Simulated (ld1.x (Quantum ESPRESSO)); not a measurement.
**What one change does to a pseudopotential (Ne, TM)**

| Quantity | Value |
| --- | --- |
| Element | neon (Ne) |
| Generator | ld1.x (Quantum ESPRESSO) 7.5 |
| Type | norm-conserving Troullier–Martins (Kleinman–Bylander form) |
| Functional | BP86 |
| Relativity | scalar-relativistic |
| Frozen core | [He] |
| Valence charge | 8 |
| Reference configuration | 2s2 2p6 |
| Partial waves | 2p (bound): rc 1.30 bohr; 2s (bound): rc 0.70 bohr |
| Local potential | the s channel |
| Core correction | Bessel-smoothed model core, default radius (core density twice the valence density) |

All-electron outer shells of the reference configuration (BP86, scalar-relativistic, ld1.x):

```csv
shell,level (eV),outermost node (bohr),outermost maximum (bohr)
1s,-831.49,–,0.10
2s,-36.49,0.22,0.68
2p,-13.42,–,0.62
```

Change: wave 2p (bound): rc 1.30 bohr becomes 2p (bound): rc 1.60 bohr.

Cutoffs: the cutoffs (Ry, on a coarse ladder) from which the occupation-weighted sum of valence levels, in a spherical-Bessel basis at the reference potential, stays within 10 and 1 mRy of its value at 400 Ry; they do not see the model core or the augmentation charge, which bear on the density cutoff. Errors are all-electron minus pseudo energies relative to the spin-unpolarised reference configuration.

Q: What does the change do?

A: The potential gets neither clearly harder nor softer (200 Ry and 300 Ry → 180 Ry and 300 Ry); the s channel sets the loose cutoff, while the largest relative change is in p, which becomes softer; of the 6 tests that both files solve, the error grows in 6 and shrinks in 0 by more than 15 % and 0.3 meV (median size 122.3 → 323.8 meV); neither file shows a bound ghost. More of the atom is replaced by a form fitted at one configuration, so other configurations suffer.

```tsv
quantity	base	changed
cutoff, loose	200 Ry	180 Ry
cutoff, tight	300 Ry	300 Ry
loose cutoff by channel (10 mRy a level)	p 80 Ry, s 110 Ry	p 55 Ry, s 110 Ry
bound ghosts	none	none
error for 2s2 2p5, meV [ΔE 22.56 eV]	+16	+53
error for 2s2 2p4, meV [ΔE 65.92 eV]	+175	+466
error for 2s2 2p3, meV [ΔE 133.44 eV]	+772	+1830
error for 2s1 2p6, meV [ΔE 45.97 eV]	-69	-181
error for 2s2 2p5.5, meV [ΔE 8.91 eV]	+1.4	+7.4
error for 2s2 2p2, meV [ΔE 228.16 eV]	+2292	+5006
```
